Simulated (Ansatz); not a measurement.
CH4N (SMILES [CH2]N), charge 0, multiplicity 2, relaxed at each level with Ansatz (a first-principles code); harmonic frequencies from differences of analytic forces, average atomic masses, frozen cores. Open shells are unrestricted.

```tsv
level	harmonic frequencies (cm⁻¹)	ZPE (eV)	cost over PBE/def2-TZVPP (rough)
PBE/def2-TZVPP	436 571 674 911 1208 1284 1429 1595 3084 3194 3454 3557	1.326	×1
r2SCAN/def2-TZVPP	446 584 698 940 1221 1329 1474 1647 3148 3263 3537 3640	1.359	×1
B3LYP/def2-TZVPP	444 593 675 938 1223 1323 1481 1651 3147 3257 3542 3642	1.359	×1
PBE0/def2-TZVPP	442 593 680 936 1249 1324 1478 1650 3165 3278 3582 3686	1.368	×0.8
wB97X-V/def2-TZVPP	443 600 673 938 1245 1327 1487 1658 3167 3278 3590 3690	1.370	×2
CCSD(T)/cc-pVDZ	469 705 829 949 1217 1341 1477 1644 3138 3251 3510 3615	1.373	×2
```
